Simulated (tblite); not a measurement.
C7H13NOSi.
Structure used (GFN2-xTB), in Å, numbered top down from 1:
```xyz
23
C7H13NOSi angstrom
N      4.1384    0.5951   -1.3484
C      2.9572    0.7632   -0.9224
C      2.2270   -0.0699   -0.0011
C      0.9608    0.1696    0.4053
C      0.2525   -0.7691    1.3198
Si    -1.0632   -1.7743    0.3580
C     -2.4602   -0.5680   -0.1063
C     -1.9641    0.7329   -0.7367
C     -1.0254    1.5361    0.1733
O      0.3437    1.2819   -0.0593
H      4.5991   -0.2334   -0.9673
H      2.4306    1.6347   -1.2991
H      2.7345   -0.9435    0.3850
H      0.9837   -1.4440    1.7593
H     -0.2187   -0.2257    2.1401
H     -0.4390   -2.3436   -0.8384
H     -1.5932   -2.8161    1.2421
H     -3.1489   -1.0508   -0.8008
H     -3.0465   -0.3222    0.7824
H     -1.4336    0.5233   -1.6675
H     -2.8226    1.3630   -0.9812
H     -1.2927    1.3853    1.2256
H     -1.1240    2.6024   -0.0522
```

Method: GFN2-xTB as coded in tblite; computed harmonic values from a numerical Hessian at the method's own geometry, unscaled. Against measured fundamentals such values can be off by several per cent, at times by over 20. Modes of hydrogen on silicon can be 10 to 20 % off. One conformer, not necessarily the lowest.

Harmonic wavenumbers (cm⁻¹): 38.2, 79.5, 136.7, 142.8, 156.6, 204.6, 242.3, 311.4, 343.0, 402.7, 424.6, 453.6, 491.3, 531.2, 561.1, 645.8, 653.9, 683.9, 735.9, 755.7, 764.4, 793.8, 802.8, 814.2, 820.3, 921.4, 958.1, 997.2, 1066.4, 1072.1, 1081.1, 1111.0, 1120.5, 1155.0, 1166.3, 1199.5, 1205.0, 1228.3, 1257.9, 1304.4, 1314.3, 1337.2, 1351.2, 1368.0, 1453.8, 1475.0, 1480.0, 1486.7, 1614.7, 1676.5, 2252.5, 2263.6, 2916.0, 2957.2, 2961.0, 2969.2, 2970.2, 2988.5, 2993.9, 3019.8, 3021.5, 3067.8, 3285.0.

A = 2011, B = 682.8, C = 577.1 MHz; mass 155.077 u (most abundant isotopes); point group C1, symmetry number 1.

**Question.** What is the zero-point energy?

**Answer.** ½Σν̃ = 40529 cm⁻¹ = 484.83 kJ/mol.

**Question.** Give the ideal-gas entropy at 500 K and 1 bar in the rigid-rotor, harmonic-oscillator model (classical rotation).

**Answer.** Translation 182.51, rotation 133.58, vibration 238.59: S = 554.7 J/(mol K).

**Question.** And Cp and H(500 K) − H(0)?

**Answer.** Cp = 287.32 J/(mol K), of which vibrations give 254.06 (their classical limit is 63 R = 523.8); H(500 K) − H(0) = 80.15 kJ/mol without the zero-point energy, 63.52 from vibrations.

**Question.** What must be added to the electronic energy to get the Gibbs energy at 500 K and 1 bar?

**Answer.** ZPE + [H(500 K) − H(0)] − T·S = 484.83 + 80.15 − 277.34 = 287.64 kJ/mol.

**Question.** Blend soft modes into free rotors: weight 1/[1 + (100 cm⁻¹/ν̃)⁴] for the oscillator and the rest for a rotor with moment μB/(μ + B), μ = h/(8π²ν), B = 10⁻⁴⁴ kg m². What vibrational entropy results?

**Answer.** 224.37 J/(mol K) in place of 238.59, which changes −T·S at 500 K by +7.11 kJ/mol.

**Question.** How do the functions run with temperature in this model?

**Answer.** 
| T (K) | S (J/(mol K)) | Cp (J/(mol K)) | H − H(0) (kJ/mol) | G − H(0) (kJ/mol) | ln q(vib) |
| --- | --- | --- | --- | --- | --- |
| 150 | 336.0 | 105.4 | 10.12 | -40.28 | 3.09 |
| 250 | 402.3 | 160.0 | 23.33 | -77.24 | 5.92 |
| 298.15 | 432.8 | 187.3 | 31.70 | -97.35 | 7.32 |
| 400 | 495.7 | 241.9 | 53.61 | -144.65 | 10.37 |
| 600 | 610.5 | 324.6 | 110.80 | -255.48 | 16.47 |
| 900 | 758.2 | 402.4 | 220.87 | -461.48 | 25.30 |

q(vib) and H(0) count from the zero-point level.

Hindered rotation and anharmonicity are outside this model. Other conformers, if any are populated, would add a mixing term that is left out. The structure is chiral; the term R ln 2 for an equal mix with its mirror image is left out.
